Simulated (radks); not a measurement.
Xe XVI, configuration [Kr] 4d3. All-electron calculation, Dirac Kohn-Sham, relativistic LDA (MacDonald-Vosko exchange, VWN5 correlation), spin-unpolarised, spherical densities, finite nucleus; open shells fill j = l - 1/2 first; Fermi nuclear charge, rms radius 4.7859 fm. Program: a radial shooting solver on a logarithmic mesh with Libxc functionals.

Unscreened Slater integrals over Kohn-Sham orbitals (eV). Large and small components are both included. Empty in this configuration: 4d5/2.

\begin{tabular}{lr}
integral & value \\ \hline
F0(4d3/2,4d3/2) & 32.748 \\
F2(4d3/2,4d3/2) & 16.833 \\
F0(4d3/2,4p3/2) & 33.392 \\
F2(4d3/2,4p3/2) & 17.298 \\
G1(4d3/2,4p3/2) & 21.841 \\
G3(4d3/2,4p3/2) & 13.832 \\
F0(4d3/2,4p1/2) & 33.859 \\
G1(4d3/2,4p1/2) & 22.189 \\
F0(4d3/2,4s1/2) & 34.184 \\
G2(4d3/2,4s1/2) & 17.172 \\
F0(4d3/2,4d5/2) & 32.610 \\
F2(4d3/2,4d5/2) & 16.768 \\
G2(4d3/2,4d5/2) & 16.745 \\
G4(4d3/2,4d5/2) & 11.332 \\
F0(4p3/2,4p3/2) & 34.127 \\
F2(4p3/2,4p3/2) & 17.979 \\
F0(4p3/2,4p1/2) & 34.623 \\
G2(4p3/2,4p1/2) & 18.140 \\
F0(4p3/2,4s1/2) & 34.969 \\
G1(4p3/2,4s1/2) & 23.790 \\
F0(4p3/2,4d5/2) & 33.246 \\
F2(4p3/2,4d5/2) & 17.223 \\
G1(4p3/2,4d5/2) & 21.787 \\
G3(4p3/2,4d5/2) & 13.787 \\
F0(4p1/2,4p1/2) & 35.152 \\
F0(4p1/2,4s1/2) & 35.514 \\
G1(4p1/2,4s1/2) & 24.221 \\
F0(4p1/2,4d5/2) & 33.705 \\
G3(4p1/2,4d5/2) & 13.900 \\
F0(4s1/2,4s1/2) & 35.900 \\
F0(4s1/2,4d5/2) & 34.025 \\
G2(4s1/2,4d5/2) & 17.069 \\
F0(4d5/2,4d5/2) & 32.475 \\
F2(4d5/2,4d5/2) & 16.708 \\
F4(4d5/2,4d5/2) & 11.307 \\
\end{tabular}
